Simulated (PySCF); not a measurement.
Theoretical values (PySCF 2.14.0 with density-fitted response routines): GFN2-xTB structure, NMR shieldings at PBE0/pcSseg-1/GIAO. No relativistic terms, averaged over atoms made equivalent by symmetry, fast rotation or ring inversion, one computed conformer, isolated molecule.

Scale: $^{1}$H (σ = 31.72 ppm), $^{13}$C (σ = 186.93 ppm) vs TMS (reference shieldings calculated alike). Shifts are as computed. Against solution values, carbons near 30 ppm lie about +3 ppm off and those near 130 ppm about +5 ppm; carbons on Cl a further +6 ppm. Of 1211 compounds with measured shifts, 218 miss one by over three times the rms of a fit or turn the order of signals round; such compounds aren't used in these exercises. Carbons bonded to Cl come out too deshielded.

Q: Order these molecules by the shift of their most deshielded carbon, lowest δ first.
A. Cc1ccc(C(C)C)nn1
B. CC(=O)/C=C/Cl
C. Cc1ccnn1C1CCC1

A: C (142.5 ppm, aromatic CH next to a ring nitrogen), A (172.1 ppm, substituted aromatic carbon next to a ring nitrogen), B (196.6 ppm, ketone carbonyl carbon).

Q: Order these molecules by the shift of their most shielded carbon-bound hydrogen, lowest δ first.
A. C=C(F)CF
B. CC(=O)/C=C/Cl
C. Cc1ccc(C(C)C)nn1

A: C (1.56 ppm, hydrogen on a methyl carbon), B (2.22 ppm, hydrogen on a methyl carbon α to a carbonyl), A (5.00 ppm, hydrogen on a terminal =CH2 carbon).

Q: How many $^{13}$C and $^{1}$H signals does each give (equivalence by symmetry and fast rotation, but not about amide C–N or C=N bonds)? `Cc1ccc(C(C)C)nn1`, `Cc1ccnn1C1CCC1`, `C=C(F)CF`, `CC(=O)/C=C/Cl`

A: Cc1ccc(C(C)C)nn1: 7 C, 5 H; Cc1ccnn1C1CCC1: 7 C, 8 H; C=C(F)CF: 3 C, 3 H; CC(=O)/C=C/Cl: 4 C, 3 H.
